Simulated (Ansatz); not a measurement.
`CCN(C)BCl` and `CC[N](C)[GaH][CH3]` differ in one atom or group.

Ansatz, PBE0-D4/def2-TZVP geometries, multiplicity 1. Each molecule was computed in one conformer, which needn't be the lowest.

Scalar relativity is left out up to krypton.

```tsv
property	`CCN(C)BCl`
HOMO–LUMO gap (ωB97M-V/def2-TZVPP) / eV	11.69
size of the dipole moment (PBE/def2-TZVPP) / D	2.83
LUMO energy (PBE0/def2-TZVPP) / eV	0.22
HOMO energy (ωB97M-V/def2-TZVPP) / eV	-9.64
HOMO–LUMO gap (B3LYP/def2-TZVPP) / eV	7.16
HOMO–LUMO gap (PBE/def2-TZVPP) / eV	5.42
```

What does the change do to each property? (Best estimate.)

The calculation gave: 
| property | `CC[N](C)[GaH][CH3]` | shift |
| --- | --- | --- |
| HOMO–LUMO gap (ωB97M-V/def2-TZVPP) / eV | 9.61 | -2.08 |
| size of the dipole moment (PBE/def2-TZVPP) / D | 0.79 | -2.04 |
| LUMO energy (PBE0/def2-TZVPP) / eV | -0.43 | -0.65 |
| HOMO energy (ωB97M-V/def2-TZVPP) / eV | -8.41 | 1.23 |
| HOMO–LUMO gap (B3LYP/def2-TZVPP) / eV | 5.26 | -1.90 |
| HOMO–LUMO gap (PBE/def2-TZVPP) / eV | 3.78 | -1.64 |

With PBE0 the HOMO rises by 1.25 eV and the LUMO falls by 0.65 eV, so the gap narrows by about 1.90 eV. PBE moves the HOMO by 1.16 eV and ωB97M-V by 1.23 eV. Dipoles are sizes alone; their direction can turn.

B3LYP here is the variant with VWN-RPA as its local correlation; programs differ in this.
